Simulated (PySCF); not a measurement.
# Sm(II) with different ligands

Computed with PySCF 2.14.0, PBE0, def2-SVP on the ligands, density fitting, scalar-relativistic core potentials, no spin-orbit coupling, vacuum. The metal has lcecp-0-SVP with ECP52. Each complex is relaxed within the symmetry of a template of the same shape. Distances are means of the shortest metal–ligand contacts, charges and spins Mulliken's; removal energies are rigid, with the ligand's formal charge and no counterpoise, so too large; for an anion taken off a cation in vacuum most of it is the attraction of opposite charges, and multiply charged cations can part far more cheaply with an electron moved from ligand to metal. lcecp potentials hold a fixed number of 4f electrons in the core, out of states, spins and gaps.

```json
{"complex": "[SmH3(NH3)]−", "point group": "C1, nearly Cs", "M–first ligand (Å)": "2.376", "charge on M (e)": "-0.20", "removal of one first-named ligand (eV)": "3.44", "strongest infrared band, degenerate modes summed (cm⁻¹)": "–", "unstable modes (below −25 cm⁻¹)": "1"}
{"complex": "[SmF3(NH3)]−", "point group": "C3v", "M–first ligand (Å)": "2.251", "charge on M (e)": "0.64", "removal of one first-named ligand (eV)": "4.65", "strongest infrared band, degenerate modes summed (cm⁻¹)": "400", "unstable modes (below −25 cm⁻¹)": "0"}
```

**Question.** Order these by the energy to remove one first-named ligand, lowest first.
A. [SmF3(H2O)]−
B. [Sm(OH)3(NH3)]−
C. [SmCl3(H2O)]−
D. [SmCl3(NH3)]−
E. [SmH3(H2O)]−

**Answer.** D (3.67), C (4.03), E (4.22), B (4.29), A (5.17).

**Question.** What else do they give?

**Answer.** 
```json
{"complex": "[SmH3(H2O)]−", "point group": "Cs", "M–first ligand (Å)": "2.369", "charge on M (e)": "0.00", "removal of one first-named ligand (eV)": "4.22", "strongest infrared band, degenerate modes summed (cm⁻¹)": "950", "unstable modes (below −25 cm⁻¹)": "0"}
{"complex": "[SmF3(H2O)]−", "point group": "C1", "M–first ligand (Å)": "2.267", "charge on M (e)": "0.74", "removal of one first-named ligand (eV)": "5.17", "strongest infrared band, degenerate modes summed (cm⁻¹)": "2764", "unstable modes (below −25 cm⁻¹)": "0"}
{"complex": "[SmCl3(H2O)]−", "point group": "Cs", "M–first ligand (Å)": "2.763", "charge on M (e)": "0.50", "removal of one first-named ligand (eV)": "4.03", "strongest infrared band, degenerate modes summed (cm⁻¹)": "734", "unstable modes (below −25 cm⁻¹)": "0"}
{"complex": "[Sm(OH)3(NH3)]−", "point group": "C1, nearly C3", "M–first ligand (Å)": "2.306", "charge on M (e)": "0.42", "removal of one first-named ligand (eV)": "4.29", "strongest infrared band, degenerate modes summed (cm⁻¹)": "–", "unstable modes (below −25 cm⁻¹)": "not given"}
{"complex": "[SmCl3(NH3)]−", "point group": "C3v", "M–first ligand (Å)": "2.755", "charge on M (e)": "0.41", "removal of one first-named ligand (eV)": "3.67", "strongest infrared band, degenerate modes summed (cm⁻¹)": "1070", "unstable modes (below −25 cm⁻¹)": "0"}
```

Members with unstable modes aren't minima as they stand: saddle points kept by symmetry or, where the modes are soft, flat surfaces and noise. Moved off a saddle point of the template and relaxed again: [SmF3(H2O)]−, [SmCl3(H2O)]−, [SmH3(NH3)]−. One start shape was tried for each, so a minimum needn't be the lowest isomer.
